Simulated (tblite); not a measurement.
Species: C₈H₁₄OSi.
Structure used (GFN2-xTB), in Å, numbered top down from 1:
```
atom  x, y, z in Å
C1    -2.2686    0.3639   -1.4475
C2    -1.7861    0.2402   -0.2201
C3    -2.6991    0.0097    0.9484
C4    -0.3403    0.3069    0.1538
C5     0.6302    0.6817   -0.9678
C6     2.0527    0.2591   -0.5450
C7     2.3991    1.0727    0.6604
O8     2.1425    0.7390    1.7855
C9     1.9838   -1.2171   -0.1613
Si10   0.3714   -1.3457    0.8409
H11   -3.3261    0.2937   -1.6395
H12   -1.6537    0.5446   -2.3107
H13   -2.5667    0.7937    1.6929
H14   -2.4651   -0.9410    1.4264
H15   -3.7395   -0.0009    0.6348
H16   -0.2564    1.0536    0.9497
H17    0.3872    0.1216   -1.8715
H18    0.5867    1.7480   -1.2027
H19    2.7638    0.4608   -1.3523
H20    2.8786    2.0492    0.4533
H21    2.8734   -1.5115    0.3907
H22    1.9419   -1.8261   -1.0632
H23    0.5036   -1.3929    2.2905
H24   -0.4252   -2.4833    0.3561
```

Computed values, GFN2-xTB/tblite, gas phase, harmonic and unscaled. Against measured fundamentals such values can be off by several per cent, at times by over 20. Modes of hydrogen on silicon can be 10 to 20 % off. One conformer, not necessarily the lowest.

Harmonic wavenumbers (cm⁻¹): 38.0, 82.7, 90.6, 118.2, 142.4, 169.1, 242.8, 262.3, 307.6, 341.7, 430.7, 450.0, 474.0, 508.5, 522.6, 538.4, 638.0, 669.3, 704.0, 729.0, 783.9, 792.2, 808.6, 873.6, 878.0, 900.6, 931.7, 947.3, 986.7, 1001.5, 1020.2, 1040.0, 1051.6, 1094.0, 1116.2, 1153.5, 1192.4, 1197.2, 1244.0, 1252.2, 1293.7, 1319.3, 1344.5, 1368.3, 1404.0, 1434.4, 1474.8, 1481.1, 1486.5, 1493.0, 1723.1, 1771.1, 2210.8, 2333.3, 2763.4, 2927.3, 2932.7, 2961.5, 2986.0, 3000.5, 3001.3, 3016.1, 3023.3, 3045.6, 3107.4, 3134.6.

A = 1921, B = 818.9, C = 764.3 MHz; mass 154.081 u (most abundant isotopes); point group C1, symmetry number 1.

Problem. What is the zero-point energy?

Solution. Half the sum of the wavenumbers: 42881 cm⁻¹ = 122.60 kcal/mol.

Problem. What is S at 350 K and 1 bar for an ideal gas of classical rigid rotors and harmonic oscillators?

Solution. Translation 41.83, rotation 30.45, vibration 41.66: S = 113.9 cal/(mol K).

Problem. And Cp and H(350 K) − H(0)?

Solution. Cp = 53.36 cal/(mol K), of which vibrations give 45.41 (their classical limit is 66 R = 131.2); H(350 K) − H(0) = 10.52 kcal/mol without the zero-point energy, 7.74 from vibrations.

Problem. How do the functions run with temperature in this model?

Solution. 
```tsv
T (K)	S (cal/(mol K))	Cp (cal/(mol K))	H − H(0) (kcal/mol)	G − H(0) (kcal/mol)	ln q(vib)
50	60.5	14.1	0.52	-2.51	0.64
100	72.4	20.5	1.39	-5.85	2.06
298.15	106.0	46.4	7.94	-23.65	8.19
373.15	117.5	56.4	11.79	-32.03	10.57
500	136.1	70.9	19.90	-48.12	14.64
750	169.0	91.2	40.36	-86.36	22.52
1000	197.1	104.3	64.91	-132.20	29.96
```

q(vib) and H(0) count from the zero-point level.

Problem. Blend soft modes into free rotors: weight 1/[1 + (100 cm⁻¹/ν̃)⁴] for the oscillator and the rest for a rotor with moment μB/(μ + B), μ = h/(8π²ν), B = 10⁻⁴⁴ kg m². What vibrational entropy results?

Solution. 38.55 cal/(mol K) in place of 41.66, which changes −T·S at 350 K by +1.09 kcal/mol.

Problem. What must be added to the electronic energy to get the Gibbs energy at 350 K and 1 bar?

Solution. ZPE + [H(350 K) − H(0)] − T·S = 122.60 + 10.52 − 39.88 = 93.24 kcal/mol.

Hindered rotation and anharmonicity are outside this model. Other conformers, if any are populated, would add a mixing term that is left out. The structure is chiral; the term R ln 2 for an equal mix with its mirror image is left out.

Time: 2.1 s wall. Hardware: an Arm Neoverse N1 with one thread, no GPU, shared host with 64 logical CPUs at a one-minute load of 20. The figure is for the frequency step alone.
